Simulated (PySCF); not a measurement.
MoOCl4, SMILES [Cl][Mo]([Cl])(=[O])([Cl])[Cl], multiplicity 1. Geometry: B3LYP-D3(BJ)/def2-SVP. The spin state was assumed, not searched. The isomer is the one that the SMILES or the coordinates give; other isomers of the formula were not compared. The def2 effective core potentials stand for the cores of Mo; spin–orbit coupling is left out.

**Question.** Give the equilibrium geometry at B3LYP-D3(BJ)/def2-SVP (PySCF confirms it by a frequency run) as bond lengths and angles. (An estimate is asked for; the answer gives what the named calculation found.)

**Answer.** 
Atoms: Mo1 O2 Cl3 Cl4 Cl5 Cl6. Bonded distances (Å): Mo1–O2 1.679, Mo1–Cl3 2.391, Mo1–Cl4 2.267, Mo1–Cl5 2.267, Mo1–Cl6 2.267. Angles (°): O2–Mo1–Cl3 180.0, O2–Mo1–Cl4 92.6, O2–Mo1–Cl5 92.6, O2–Mo1–Cl6 92.6, Cl3–Mo1–Cl4 87.4, Cl3–Mo1–Cl5 87.4, Cl3–Mo1–Cl6 87.4, Cl4–Mo1–Cl5 119.8, Cl4–Mo1–Cl6 119.8, Cl5–Mo1–Cl6 119.8.
